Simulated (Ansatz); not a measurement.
SrO (SMILES [O][Sr]): entropy by statistical mechanics

A linear singlet with charge 0, relaxed at wB97M-V/def2-TZVPD (core potential) (Ansatz 0.2.0):

```xyz
2

O     0.0000    0.0000    0.0419
Sr    0.0000    0.0000    1.9612
```

Harmonic wavenumbers in cm⁻¹: 688.

Masses in u: O 15.999, Sr 87.62. Take T = 298.15 K, p = 1 bar, R = 8.3145 J/(mol K), kT/hc = 207.22 cm⁻¹, rigid rotor and harmonic oscillator.

**Question.** Compute the standard molar entropy.

**Answer.** 
1. Translation (Sackur–Tetrode): S = R[3/2 ln M + 5/2 ln T − 1.1517] with M = 103.619 gives 166.7 J/(mol K).
2. Rotation: the moment of inertia is 49.836 u Å², so B = 16.8576/I = 0.3383 cm⁻¹; σ = 1; q = kT/(σhcB) = 612.5; S = R(ln q + 1) = 61.7.
3. Vibration: with u = ν̃/207.22, each mode gives R[u/(eᵘ − 1) − ln(1 − e⁻ᵘ)]; the sum is 1.3, most from 688 cm⁻¹ (1.3).
4. Spin: R ln 1 = 0.0.
5. Sum: 166.7 + 61.7 + 1.3 + 0.0 = 229.7 J/(mol K).

No measured value is set beside it here.
